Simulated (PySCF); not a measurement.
C2H4F2Si, SMILES F/C=C(/F)[SiH3]. Coordinates come from a PBE-D3(BJ)/def2-SVP optimisation. The structure was generated by enumeration; whether it is a known compound was not checked.

Give the equilibrium geometry at PBE-D3(BJ)/def2-SVP (PySCF confirms it by a frequency run) as bond lengths and angles, and its point group. (Estimate from the structure and the level; the computed values follow.)

point group Cs.
Atoms: F1 C2 C3 F4 Si5 H6 H7 H8 H9. Bonds (Å): F1–C2 1.341, C2–C3 1.349, C2–H6 1.104, C3–F4 1.362, C3–Si5 1.891, Si5–H7 1.499, Si5–H8 1.503, Si5–H9 1.503. Angles (°): F1–C2–C3 121.7, F1–C2–H6 114.5, C3–C2–H6 123.8, C2–C3–F4 117.0, C2–C3–Si5 127.8, F4–C3–Si5 115.2, C3–Si5–H7 109.6, C3–Si5–H8 108.9, C3–Si5–H9 108.9, H7–Si5–H8 110.4, H7–Si5–H9 110.4, H8–Si5–H9 108.7.
Charge 0, spin multiplicity 1.
